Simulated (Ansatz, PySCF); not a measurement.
Reaction (SMILES): S (H2S) -> [SH] (HS) + H atom (the H-S bond at the site shown breaks; other sites are not compared here)
Each molecule is optimised on its own at B3LYP-D3(BJ)/def2-TZVP (Ansatz, a program for electronic structure).
Geometry of the first species:
```xyz
3

S      0.0018     0.0003     0.1031
H     -0.0075     0.9678    -0.8277
H     -0.0219    -0.9726    -0.8218
```
Charge 0, spin multiplicity 1.

Wanted: bond dissociation energy (0 K, with B3LYP-D3(BJ) harmonic zero-point energies from PySCF), in kcal/mol. Cores are frozen in the correlated levels unless marked. Open shells are spin-unrestricted. No spin-orbit coupling. Non-relativistic. Basis-set limits of correlation are two-point, X^-3; Hartree-Fock from the larger set (for Q and 5 zeta extrapolated as (X+1)exp(-9√X)).

```json
[
 {"level": "B2PLYP-D4/def2-TZVPD", "program": "Ansatz + dftd4", "bond dissociation energy (kcal/mol)": "87.4"}
]
```

Q: What does CCSD(T)/CBS(cc-pV(Q+d)Z,cc-pV(5+d)Z) (Ansatz) give?

A: 90.5 kcal/mol
